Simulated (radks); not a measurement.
The numbers below are computed, except where a source is named.
Q: The mean radii <r> (bohr) of the occupied orbitals of an atom or ion are listed with their occupations. Code: a radial shooting solver on a logarithmic mesh with Libxc functionals. Model: Dirac Kohn-Sham, BLYP, spin-unpolarised, spherical densities, point nucleus.

orbital  occ.      <r>
1s1/2       2  0.04029
2s1/2       2   0.1776
2p1/2       2   0.1522
2p3/2       4   0.1563
3s1/2       2   0.5106
3p1/2       2   0.5118
3p3/2       4   0.5223
3d3/2       4   0.5233
3d5/2       6   0.5271
4s1/2       2    1.451
4p1/2       2    1.693
4p3/2       4    1.731

Name the element and its charge. Open shells, if any, fill j = l - 1/2 first.

A: Z = 37, rubidium, charge +1: Rb+ in [Kr]. The 1s radius gives Z: for a bare nucleus <r> = (2 gamma + 1)/(2Z) with gamma = sqrt(1 - (Z/c)^2), 0.03954 bohr for Z = 37, and screening makes it slightly larger (0.04029 here). The occupations add up to 36, and the charge is Z minus that.
